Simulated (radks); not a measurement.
Values are calculated unless marked as measured or tabulated.
Task: Species: Ge I. Configuration: [Ar] 3d10 4s2 4p2. Level of theory: scalar-relativistic Kohn-Sham, XLYP, spin-polarised, spherical densities, point nucleus; open shells are filled with parallel spins first (a radial shooting solver on a logarithmic mesh with Libxc functionals). Some entries of the table are withheld. Estimate them.

orbital,occ.,eigenvalue (eV),<r> (bohr)
1s up,1,-10965.44,0.04699
1s down,1,-10965.38,0.04699
2s up,1,-1372.015,0.2100
2s down,1,-1371.993,0.2100
2p up,3,-1199.115,0.1837
2p down,3,-1199.068,0.1837
3s up,1,-168.0349,0.6243
3s down,1,-167.9658,0.6242
3p up,3,(1),0.6472
3p down,3,(2),0.6470
3d up,5,-29.0606,0.7391
3d down,5,-28.9179,0.7353
4s up,1,-12.0604,2.112
4s down,1,-10.9065,2.114
4p up,2,-4.1771,2.864
4p down,0,-3.1200,3.025

Result: 
(1) 3p up eigenvalue (eV): -115.2479
(2) 3p down eigenvalue (eV): -115.1682
